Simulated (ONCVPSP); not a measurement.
**An all-electron radial function and its pseudo partner (gallium (Ga))**

Columns: radius, all-electron u(r) and pseudo u(r) of the 3d shell (level -19.15 eV) of gallium in the configuration [Ne] 3s2 3p6 3d10 4s2 4p1; PBE, scalar-relativistic, ONCV scheme, ONCVPSP 4.0.1.

```json
{"r (bohr)": "0.065", "all-electron": "0.0545", "pseudo": "0.0037"}
{"r (bohr)": "0.130", "all-electron": "0.2442", "pseudo": "0.0264"}
{"r (bohr)": "0.195", "all-electron": "0.4892", "pseudo": "0.0782"}
{"r (bohr)": "0.260", "all-electron": "0.7156", "pseudo": "0.1610"}
{"r (bohr)": "0.325", "all-electron": "0.8902", "pseudo": "0.2777"}
{"r (bohr)": "0.390", "all-electron": "1.0075", "pseudo": "0.4319"}
{"r (bohr)": "0.455", "all-electron": "1.0728", "pseudo": "0.6185"}
{"r (bohr)": "0.520", "all-electron": "1.0962", "pseudo": "0.8157"}
{"r (bohr)": "0.585", "all-electron": "1.0887", "pseudo": "0.9926"}
{"r (bohr)": "0.650", "all-electron": "1.0599", "pseudo": "1.1279"}
{"r (bohr)": "0.715", "all-electron": "1.0176", "pseudo": "1.2189"}
{"r (bohr)": "0.780", "all-electron": "0.9672", "pseudo": "1.2696"}
{"r (bohr)": "0.845", "all-electron": "0.9126", "pseudo": "1.2744"}
{"r (bohr)": "0.910", "all-electron": "0.8565", "pseudo": "1.2170"}
{"r (bohr)": "0.975", "all-electron": "0.8006", "pseudo": "1.0938"}
{"r (bohr)": "1.040", "all-electron": "0.7462", "pseudo": "0.9310"}
{"r (bohr)": "1.105", "all-electron": "0.6939", "pseudo": "0.7763"}
{"r (bohr)": "1.170", "all-electron": "0.6442", "pseudo": "0.6655"}
{"r (bohr)": "1.235", "all-electron": "0.5972", "pseudo": "0.5988"}
{"r (bohr)": "1.300", "all-electron": "0.5532", "pseudo": "0.5531"}
{"r (bohr)": "1.365", "all-electron": "0.5121", "pseudo": "0.5120"}
{"r (bohr)": "1.430", "all-electron": "0.4738", "pseudo": "0.4737"}
{"r (bohr)": "1.495", "all-electron": "0.4382", "pseudo": "0.4381"}
{"r (bohr)": "1.560", "all-electron": "0.4051", "pseudo": "0.4051"}
{"r (bohr)": "1.625", "all-electron": "0.3745", "pseudo": "0.3744"}
{"r (bohr)": "1.690", "all-electron": "0.3462", "pseudo": "0.3461"}
```

Q: How many radial nodes do the two functions have?

A: The all-electron 3d function has n − l − 1 = 0; the pseudo-wave has 0.

Q: At about which radius was the pseudo-wave matched?

A: 1.30 bohr, where the columns begin to agree (steps of 0.07 bohr).

Q: Is the pseudo-wave norm-conserving?

A: Yes: the ONCV scheme keeps the norm inside the radius equal to the all-electron one, which fixes the energy derivative of the logarithmic derivative at the level.
